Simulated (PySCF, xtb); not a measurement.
GaBr₃, SMILES [Br][Ga]([Br])[Br].

Harmonic wavenumbers (cm⁻¹) from GFN2-xTB (xtb 6.7.1) at its own minimum, in rising order: 68, 68, 88, 194, 318, 318.

Q: What does PySCF 2.14.0 with B3LYP-D3(BJ)/def2-SVP give at its own minimum? (An estimate is asked for; the answer gives what the named calculation found.)

A: 81, 81, 108, 222, 346, 346. Paired by order, the mean absolute difference is 21 cm⁻¹ and the zero-point energies are 1.5 and 1.7 kcal/mol.
